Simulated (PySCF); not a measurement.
Compound: CH7GeNS.
Atom-mapped SMILES: `[CH3:1][S:2][GeH2:3][NH2:4]` (hydrogens: H5, H6, H7 on C1; H8, H9 on Ge3; H10, H11 on N4)

Method: PySCF, PBE0-D3(BJ)/def2-SVP geometry optimisation, gas phase; density fitting, grid level 1; the optimiser is geomeTRIC in internal coordinates, started from a GFN2-xTB structure with every atom displaced at random (about 0.01 Å).

Step 0: E = -69969.2232 eV
```
atom  x, y, z in Å  |  force x, y, z in eV/Å
C1     -1.8694   -0.2202    0.0608   -0.778   1.802   0.304
S2     -0.8600    0.4523    1.4090    0.020  -0.047   0.286
Ge3     0.9884    0.7893    0.2752    0.650  -0.222   0.247
N4      1.4577   -0.7917   -0.5162   -1.886  -0.333   1.534
H5     -2.8299   -0.5060    0.4946   -0.159  -0.158   0.080
H6     -1.4017   -1.0411   -0.4081    0.720  -1.314  -0.699
H7     -2.0552    0.5843   -0.6784   -0.020  -0.317   0.076
H8      0.8423    1.7491   -0.8774   -0.190   0.460  -0.462
H9      2.0348    1.3561    1.2661   -0.125  -0.028   0.105
H10     2.2108   -0.7881   -1.1325    1.681   0.034  -1.392
H11     1.5004   -1.5966    0.1060    0.086   0.123  -0.078
```

Step 1: E = -69969.3408 eV
```
atom  x, y, z in Å  |  force x, y, z in eV/Å
C1     -1.9143   -0.1651    0.0507    0.242  -0.331  -0.208
S2     -0.8536    0.4612    1.3897    0.012   0.043   0.042
Ge3     1.0268    0.7645    0.2595   -0.142   0.048  -0.045
N4      1.4382   -0.8717   -0.4827    0.377   0.439  -0.593
H5     -2.8255   -0.5551    0.5193   -0.057  -0.028   0.033
H6     -1.4087   -0.9836   -0.5017   -0.145   0.246   0.195
H7     -2.1883    0.6307   -0.6522   -0.034   0.099  -0.043
H8      0.8380    1.7671   -0.9109    0.069  -0.177   0.106
H9      2.0139    1.3145    1.3148    0.016  -0.015  -0.049
H10     2.1785   -0.8216   -1.1981   -0.409  -0.067   0.351
H11     1.7130   -1.5534    0.2108    0.071  -0.257   0.211
```

Step 2: E = -69969.3537 eV
```
atom  x, y, z in Å  |  force x, y, z in eV/Å
C1     -1.9068   -0.1680    0.0491    0.017  -0.061  -0.074
S2     -0.8621    0.4739    1.3946    0.021   0.029   0.023
Ge3     1.0211    0.7682    0.2682   -0.062  -0.040   0.028
N4      1.4341   -0.8588   -0.4845    0.147   0.043  -0.009
H5     -2.8200   -0.5648    0.5129   -0.001   0.006   0.001
H6     -1.3917   -0.9786   -0.4881   -0.016   0.043   0.031
H7     -2.1826    0.6269   -0.6594   -0.007   0.001   0.021
H8      0.8488    1.7485   -0.9070    0.014   0.000  -0.024
H9      2.0172    1.3162    1.3132    0.014  -0.003  -0.006
H10     2.1576   -0.8152   -1.2022   -0.099  -0.019   0.054
H11     1.7027   -1.5608    0.2026   -0.027   0.003  -0.045
```

**Question.** Estimate the geometry and energy of step 3. (The exact step hangs on the optimiser's Hessian estimate; all steps are aligned on step 2, rigid shifts and turns removed.)

**Answer.** E = -69969.3556 eV, largest force 0.088 eV/Å
```
atom  x, y, z in Å  |  force x, y, z in eV/Å
C1     -1.9014   -0.1696    0.0478   -0.029   0.009  -0.002
S2     -0.8663    0.4831    1.3974    0.007   0.013   0.003
Ge3     1.0185    0.7712    0.2739   -0.009  -0.034   0.000
N4      1.4317   -0.8533   -0.4805    0.025  -0.001   0.084
H5     -2.8131   -0.5737    0.5088    0.006   0.003   0.001
H6     -1.3771   -0.9737   -0.4852    0.018  -0.014  -0.013
H7     -2.1826    0.6237   -0.6601   -0.001  -0.001   0.011
H8      0.8544    1.7446   -0.9085    0.003   0.013  -0.012
H9      2.0193    1.3186    1.3150    0.002  -0.001   0.000
H10     2.1427   -0.8165   -1.2062   -0.002   0.002  -0.039
H11     1.6921   -1.5668    0.1970   -0.021   0.013  -0.033
```

The energy changes by -0.0019 eV. The first-order estimate −F·Δx gives -0.0025 eV and the mean of the old and new forces, exact on a quadratic surface, -0.0016 eV. The step makes an angle of 72° with the force vector and moves no atom by more than 0.016 Å.

What follows is the cost of the whole optimisation. The run took 33 s wall on an Arm Neoverse V1 with one thread, shared host, and the process peaked at 0.46 GiB of memory.
